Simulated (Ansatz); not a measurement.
Total energies of Cl₃ITi, SMILES `[Cl][Ti]([Cl])([Cl])[I]`.

```xyz
5

Cl    2.1612    0.3535    0.0156
Ti    0.0410   -0.0641   -0.0331
Cl   -0.6082   -0.3381   -2.0765
Cl   -0.3851   -1.8428    1.1189
I    -1.2089    1.8914    0.9751
```

Charge 0, multiplicity 1. Correlated methods include outer-core shells of I, Ti, which these sets cover unevenly. Scalar relativity is left out up to krypton. I: def2 effective core potential. All single points use the PBE0-D4/def2-TZVP geometry. Basis def2-TZVPP, the Gaussian-basis code of Ansatz.

RPA on PBE orbitals: Hartree–Fock energy of these orbitals -2523.73332 Eh, correlation -2.20993 Eh (frozen core).

```
             functional  energy without D4 (Eh)  D4 term (kJ/mol)
            LDA (SPW92)             -2521.21593                 –
                 revPBE             -2527.79032             -53.7
                   BLYP             -2528.07289             -54.1
                 r2SCAN             -2528.10549              -5.8
                 B97M-V             -2527.51470                 –
                   PBE0             -2527.44382             -23.3
                r2SCANh             -2528.07046              -6.6
                r2SCAN0             -2528.02077              -7.5
HSE06 (plane-wave form)             -2527.41170             -22.5
                  BHLYP             -2527.98517             -43.6
              CAM-B3LYP             -2528.15164             -25.0
                LC-ωPBE             -2527.53852                 –
                ωB97X-V             -2527.73110                 –
               PBE-QIDH             -2526.93257                 –
```

(1) Give the same for PBE, B3LYP, ωB97M-V, B2PLYP. (Estimate.)

B3LYP takes the VWN-RPA correlation (the form of Gaussian; ORCA's B3LYP/G). HSE06 is the plane-wave form, built on full-range PBE exchange. The double hybrids freeze the cores in their second-order part.

Answers

(1) Ansatz gave: 
| functional | energy without D4 (Eh) | D4 term (kJ/mol) |
| --- | --- | --- |
| PBE | -2527.31311 | -26.4 |
| B3LYP | -2528.24197 | -43.8 |
| ωB97M-V | -2527.93534 | – |
| B2PLYP | -2527.38223 | – |

LC-ωPBE has ω = 0.4 bohr⁻¹.
